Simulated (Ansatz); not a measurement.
Relaxation of CH₆BNSi (10 atoms, charge 0, multiplicity 1), to a largest force component of 0.015 eV/Å in at most 40 steps.

Theory: RKS BHLYP/def2-SVP (Ansatz 0.2.0).

```xyz
10
Properties=species:S:1:pos:R:3
N -1.542 0.473 -1.030
B -0.415 0.216 -0.284
C 0.694 1.024 0.480
Si 0.917 -0.889 0.538
H -1.900 1.393 -1.231
H -2.110 -0.254 -1.438
H 1.404 1.617 -0.084
H 0.440 1.542 1.397
H 2.131 -1.375 -0.120
H 0.829 -1.462 1.882
```

Problem. Where does it end, and by what steps?

Solution. It converged. After 5 steps the energy has fallen by 0.055 eV; Si4 moved furthest, 0.06 Å.

| step | energy less start (eV) | largest force component (eV/Å) | accepted |
| --- | --- | --- | --- |
| 0 | 0.0000 | 0.787 | yes |
| 1 | -0.0508 | 0.190 | yes |
| 2 | -0.0545 | 0.079 | yes |
| 3 | -0.0551 | 0.033 | yes |
| 4 | -0.0552 | 0.015 | yes |
| 5 | -0.0552 | 0.006 | yes |

```xyz
10
Properties=species:S:1:pos:R:3
N -1.542 0.470 -1.029
B -0.412 0.229 -0.286
C 0.694 1.028 0.477
Si 0.962 -0.859 0.568
H -1.883 1.399 -1.216
H -2.100 -0.262 -1.431
H 1.398 1.622 -0.109
H 0.409 1.543 1.397
H 2.132 -1.398 -0.157
H 0.792 -1.486 1.895
```

Whether the end is a true minimum wasn't checked by a vibrational analysis.

The run took 26 s on 1 thread of Arm Neoverse V1 (shared host), peak memory 0.17 GiB.
